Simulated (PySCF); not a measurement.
# Radial density of In (indium, neutral)

UHF, [Kr] 4d10 5s1 5p1 6s1, high-spin 4P determinant (an excited configuration). Computed with PySCF 2.14 in aug-cc-pVTZ-PP with ECP28MDF (6s5p4d2f, 55 functions), with a scalar-relativistic core potential. This is the valence pseudo-density: the core potential removes the inner electrons and smooths the orbitals near the nucleus.

```csv
r (bohr),4πr²ρ (e/bohr),4πr²(ρα − ρβ)
0.00929,1.215e-05,0.0000
0.0156,2.808e-05,0.0000
0.0263,5.476e-05,0.0000
0.0442,0.0001115,0.0000
0.0743,0.0004041,0.0000
0.125,0.003791,0.0000
0.210,0.05699,0.0000
0.354,1.192,0.0068
0.595,13.54,0.0992
1.00,18.96,-0.0691
1.68,4.528,0.5965
2.83,0.9497,0.7788
4.76,0.2372,0.2364
8.01,0.1675,0.1675
13.5,0.008147,0.0081
```

Energies and moments cover only the electrons outside the core potential. The outer electron is Rydberg-like, and this basis confines it to a smaller radius and binds it less than a complete one would.

Task: Where is the radial spin density 4πr²(ρα − ρβ) most negative, and why is it negative at all?

Result: Around r = 1.00 bohr, down to -0.0691 e/bohr: exchange with the open shell polarises the paired shells in an unrestricted calculation.
